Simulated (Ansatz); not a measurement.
Reaction (homolysis of the C–Si bond): `OC[SiH2]O[SiH3]` → `[CH2]O`• + `[SiH2]O[SiH3]`•

Computed with Ansatz on PBE0-D4/def2-TZVP structures; ΔE is electronic, products minus reactants. CCSD(T)/CBS adds triple-zeta CCSD(T) − MP2 to the extrapolated MP2 energy (def2 sets, frozen cores). DFT in def2-TZVPP. B3LYP here is the variant with VWN-RPA as its local correlation; programs differ in this. No spin–orbit coupling; open shells (•) take unrestricted orbitals. Each species was taken in one conformer, which may not be the lowest.

| level | ΔE (kcal/mol) | difference from CCSD(T)/CBS |
| --- | --- | --- |
| PBE-D4 | 79.8 | -6.7 |
| r2SCAN-D4 | 77.9 | -8.6 |
| PBE0-D4 | 81.1 | -5.4 |
| B3LYP-D4 | 80.2 | -6.3 |
| ωB97X-V | 85.5 | -1.0 |
| ωB97M-V | 86.6 | 0.1 |
| B2PLYP | 80.5 | -6.0 |
| PBE | 77.4 | -9.1 |
| r2SCAN | 77.2 | -9.3 |
| PBE0 | 79.0 | -7.5 |
| B3LYP | 76.4 | -10.1 |
| HF/def2-TZVPP | 60.7 | -25.8 |
| MP2/def2-TZVPP | 87.0 | 0.5 |
| SCS-MP2/def2-TZVPP | 86.8 | 0.3 |
| CCSD/def2-TZVPP | 82.5 | -4.0 |
| CCSD(T)/def2-TZVPP | 84.2 | -2.3 |
| HF/def2-QZVPP | 60.3 | -26.2 |
| MP2/def2-QZVPP | 88.2 | 1.7 |
| SCS-MP2/def2-QZVPP | 88.2 | 1.7 |
| HF/CBS(def2) | 60.3 | -26.2 |
| MP2/CBS(def2) | 89.3 | 2.8 |
| CCSD/CBS(def2) | 84.8 | -1.7 |
| CCSD(T)/CBS | 86.5 | 0 |

Largest T1 diagnostic among the species: 0.016.

From PBE to PBE0 (25 % exact exchange), in def2-TZVPP and without D4, ΔE moves by +1.5 kcal/mol. In def2-TZVPP, CCSD(T) changes the Hartree–Fock value by +23.5 kcal/mol (the triples alone add +1.6 kcal/mol) and MP2 by +26.3 kcal/mol; breaking electron pairs costs correlation energy, which Hartree–Fock lacks. The D4 term adds +3.7 kcal/mol with B3LYP and +2.1 kcal/mol with PBE0; it sums over pairs of atoms, weighted by their polarisabilities, and B3LYP, whose exchange is more repulsive, gets the larger term.
